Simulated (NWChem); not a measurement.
System: C3H4O2; SMILES O1CC(C1)=O

NWChem printed, in part:

```
             Northwest Computational Chemistry Package (NWChem) 7.3.0
             --------------------------------------------------------

                             Geometry "geometry" -> ""
                             -------------------------

 Output coordinates in angstroms (scale by  1.889725989 to convert to a.u.)

  No.       Tag          Charge          X              Y              Z
 ---- ---------------- ---------- -------------- -------------- --------------
    1 O                    8.0000     0.00000000     0.00000000     1.86611200
    2 C                    6.0000     0.00000000     0.00000000     0.66322600
    3 C                    6.0000     0.00000000     1.05352000    -0.45424000
    4 O                    8.0000     0.00000000     0.00000000    -1.43899500
    5 C                    6.0000     0.00000000    -1.05352000    -0.45424000
    6 H                    1.0000     0.90646200     1.70219500    -0.49218400
    7 H                    1.0000    -0.90646200     1.70219500    -0.49218400
    8 H                    1.0000     0.90646200    -1.70219500    -0.49218400
    9 H                    1.0000    -0.90646200    -1.70219500    -0.49218400

 Effective nuclear repulsion energy (a.u.)     168.4819140023

  pbe96 is a nonlocal functional; adding pw91lda local functional.
                              NWChem Property Module
                              ----------------------

  itol2e modified to match energy
  convergence criterion.

                                 NWChem DFT Module
                                 -----------------

 Summary of "ao basis" -> "ao basis" (spherical)
 ------------------------------------------------------------------------------
       Tag                 Description            Shells   Functions and Types
 ---------------- ------------------------------  ------  ---------------------
 O                          def2-svp                 6       14   3s2p1d
 C                          def2-svp                 6       14   3s2p1d
 H                          def2-svp                 3        5   2s1p

  itol2e modified to match energy
  convergence criterion.

            General Information
            -------------------
          SCF calculation type: DFT
          Wavefunction type:  closed shell.
          No. of atoms     :     9
          No. of electrons :    38
           Alpha electrons :    19
            Beta electrons :    19
          Charge           :     0
          Spin multiplicity:     1
          Use of symmetry is: off; symmetry adaption is: off
          Maximum number of iterations: 150
          AO basis - number of functions:    90
                     number of shells:    42
          Convergence on energy requested:  1.00D-07
          Convergence on density requested:  1.00D-05
          Convergence on gradient requested:  5.00D-04

              XC Information
              --------------
          PerdewBurkeErnzerhof Exchange Functional  1.000
            Perdew 1991 LDA Correlation Functional  1.000 local
           PerdewBurkeErnz. Correlation Functional  1.000 non-local

             Grid Information
             ----------------
          Grid used for XC integration:  fine
          Radial quadrature: Mura-Knowles
          Angular quadrature: Lebedev.
          Tag              B.-S. Rad. Rad. Pts. Rad. Cut. Ang. Pts.
          ---              ---------- --------- --------- ---------
          O                   0.60       70           9.0       590
          C                   0.70       70           9.0       590
          H                   0.35       60          11.0       590
          Grid pruning is: on
          Number of quadrature shells:   590
          Spatial weights used:  Erf1

      Superposition of Atomic Density Guess
      -------------------------------------

 Sum of atomic energies:        -264.25385536

      Non-variational initial energy
      ------------------------------

[...]

          -----------------------
          Electric field gradient
          -----------------------

 1 a.u. = 0.324123 10**(16) esu/cm**3  ( or statvolts/cm**2 ) = 0.97174 10**(22) v/m**2

 ------------------------------------------------------------
   Atom      X         Y         Z
 ------------------------------------------------------------
    1 O    0.00000   0.00000   3.52644
 ------------------------------------------------------------

 Electric field gradient in molecular frame (a.u.)
         XX             YY             ZZ             XY             XZ             YZ
 ------------------------------------------------------------------------------------------
       -1.214611       1.692294      -0.477684       0.000000      -0.000000      -0.000000

 Principal components (a.u.) and orientation
 of principal axis w.r.t. absolute frame                      Asymmetry parameter eta
 --------------------------------------------------------------------------------------
        1.692294      -1.214611      -0.477684                       0.435460

        0.000000       1.000000      -0.000000
        1.000000      -0.000000       0.000000
       -0.000000       0.000000       1.000000

 ------------------------------------------------------------
   Atom      X         Y         Z
 ------------------------------------------------------------
    2 C    0.00000   0.00000   1.25332
 ------------------------------------------------------------

 Electric field gradient in molecular frame (a.u.)
         XX             YY             ZZ             XY             XZ             YZ
 ------------------------------------------------------------------------------------------
       -0.444467       0.225818       0.218650      -0.000000      -0.000000       0.000000

 Principal components (a.u.) and orientation
 of principal axis w.r.t. absolute frame                      Asymmetry parameter eta
 --------------------------------------------------------------------------------------
       -0.444467       0.225818       0.218650                       0.016128

        1.000000      -0.000000      -0.000000
        0.000000       1.000000      -0.000000
        0.000000       0.000000       1.000000

 ------------------------------------------------------------
   Atom      X         Y         Z
 ------------------------------------------------------------
    3 C    0.00000   1.99086  -0.85839
 ------------------------------------------------------------

 Electric field gradient in molecular frame (a.u.)
         XX             YY             ZZ             XY             XZ             YZ
 ------------------------------------------------------------------------------------------
        0.152352      -0.004718      -0.147634      -0.000000      -0.000000      -0.228150

 Principal components (a.u.) and orientation
 of principal axis w.r.t. absolute frame                      Asymmetry parameter eta
 --------------------------------------------------------------------------------------
       -0.315255       0.162903       0.152352                       0.033468

        0.000000      -0.000000       1.000000
        0.592077       0.805881       0.000000
        0.805881      -0.592077      -0.000000

 ------------------------------------------------------------
   Atom      X         Y         Z
 ------------------------------------------------------------
    4 O    0.00000   0.00000  -2.71931
 ------------------------------------------------------------

 Electric field gradient in molecular frame (a.u.)
         XX             YY             ZZ             XY             XZ             YZ
 ------------------------------------------------------------------------------------------
        1.965513      -1.715087      -0.250426      -0.000000       0.000000      -0.000000

 Principal components (a.u.) and orientation
 of principal axis w.r.t. absolute frame                      Asymmetry parameter eta
 --------------------------------------------------------------------------------------
        1.965513      -1.715087      -0.250426                       0.745180

        1.000000       0.000000      -0.000000
       -0.000000       1.000000      -0.000000
        0.000000       0.000000       1.000000

 ------------------------------------------------------------
   Atom      X         Y         Z
 ------------------------------------------------------------
    5 C    0.00000  -1.99086  -0.85839
 ------------------------------------------------------------

 Electric field gradient in molecular frame (a.u.)
         XX             YY             ZZ             XY             XZ             YZ
 ------------------------------------------------------------------------------------------
        0.152352      -0.004718      -0.147634       0.000000      -0.000000       0.228150

 Principal components (a.u.) and orientation
 of principal axis w.r.t. absolute frame                      Asymmetry parameter eta
 --------------------------------------------------------------------------------------
       -0.315255       0.162903       0.152352                       0.033468

        0.000000      -0.000000       1.000000
       -0.592077       0.805881       0.000000
        0.805881       0.592077       0.000000

 ------------------------------------------------------------
   Atom      X         Y         Z
 ------------------------------------------------------------
    6 H    1.71296   3.21668  -0.93009
 ------------------------------------------------------------

 Electric field gradient in molecular frame (a.u.)
         XX             YY             ZZ             XY             XZ             YZ
 ------------------------------------------------------------------------------------------
       -0.132897       0.000043       0.132853      -0.191092       0.014645       0.001719

[...]
```

Level: PBE/def2-SVP. All runs use the structure optimised with PBE-D3(BJ)/def2-SVP. NWChem prints the field gradient with the sign opposite to the second derivative of the potential.

### Question
Reconstruct the input file.

### Answer
Several could match; the one computed here: the input that was run:
```
start job
memory heap 200 mb stack 900 mb global 1100 mb
geometry units angstroms noautosym nocenter noautoz
  O      0.000000     0.000000     1.866112
  C      0.000000     0.000000     0.663226
  C      0.000000     1.053520    -0.454240
  O      0.000000     0.000000    -1.438995
  C      0.000000    -1.053520    -0.454240
  H      0.906462     1.702195    -0.492184
  H     -0.906462     1.702195    -0.492184
  H      0.906462    -1.702195    -0.492184
  H     -0.906462    -1.702195    -0.492184
end
basis spherical
  * library def2-svp
end
dft
  xc xpbe96 cpbe96
  iterations 150
end
property
  efieldgrad
end
task dft property
```
